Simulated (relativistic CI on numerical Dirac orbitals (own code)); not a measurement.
## Slater and spin-orbit integrals, Ir⁴⁺

Calculated at this level of theory: Dirac-Coulomb-Breit CI, separate exchange-only KLI orbitals for each configuration, QED by a radiative potential, valence Slater integrals scaled by 0.85, P86 correlation energy added to each configuration (own radial code, finite nucleus).

Slater integrals F^k, G^k are unscaled and averaged over j, outside the closed core [Kr] 4d10 4f14; ζ comes from projecting the Hamiltonian with its Breit term on Σ l·s of the shell.

- 5s2 5p6 5d5: F^2(5d,5d) = 70629, F^4(5d,5d) = 47202, ζ(5d) = 4437.5 cm⁻¹; <r>(5d) = 1.483, <r^2>(5d) = 2.517 (bohr units).
- 5s2 5p6 5d4 6s: F^2(5d,5d) = 71508, F^4(5d,5d) = 47839, ζ(5d) = 4693.5, G^2(5d,6s) = 24088 cm⁻¹; <r>(5d) = 1.465, <r^2>(5d) = 2.457, <r>(6s) = 2.25, <r^2>(6s) = 5.635 (bohr units).
- 5s2 5p6 5d4 6p: F^2(5d,5d) = 72093, F^4(5d,5d) = 48283, ζ(5d) = 4825.7, F^2(5d,6p) = 32317, G^1(5d,6p) = 13754, G^3(5d,6p) = 11881, ζ(6p) = 11512 cm⁻¹; <r>(5d) = 1.455, <r^2>(5d) = 2.422, <r>(6p) = 2.671, <r^2>(6p) = 7.952 (bohr units).

Q: Give the Racah parameters of the d shell in 5s2 5p6 5d5.

A: B = F²/49 − 5F⁴/441 = 906 cm⁻¹ and C = 35F⁴/441 = 3746 cm⁻¹; values fitted to spectra at such low charge are typically 15 to 30 % smaller.

In this model ζ of a weakly bound d, f or g electron outside closed shells comes out too small, for d by up to a factor of two or three and at times with the wrong sign; that of an outer p electron is too small as well.

Averages of the first 10 configurations, taken without configuration mixing, which lowers the lowest level and can move excited configurations by several eV; other configurations of the list can lie among them:

| Configuration | Parity | States | Average energy above the lowest level (eV) |
| --- | --- | --- | --- |
| 5s2 5p6 5d5 | even | 252 | 5.5 |
| 5s2 5p6 5d4 6s | even | 420 | 15.6 |
| 5s2 5p6 5d4 6p | odd | 1260 | 25.6 |
| 5s2 5p6 5d4 5f | odd | 2940 | 39.8 |
| 5s2 5p6 5d3 6s2 | even | 120 | 27.7 |
| 5s2 5p6 5d4 5g | even | 3780 | 49.4 |
| 5s2 5p6 5d3 6s 6p | odd | 1440 | 37.0 |
| 5s2 5p6 5d4 7s | even | 420 | 38.5 |
| 5s2 5p6 5d4 6d | even | 2100 | 37.5 |
| 5s2 5p5 5d6 | odd | 1260 | 60.5 |
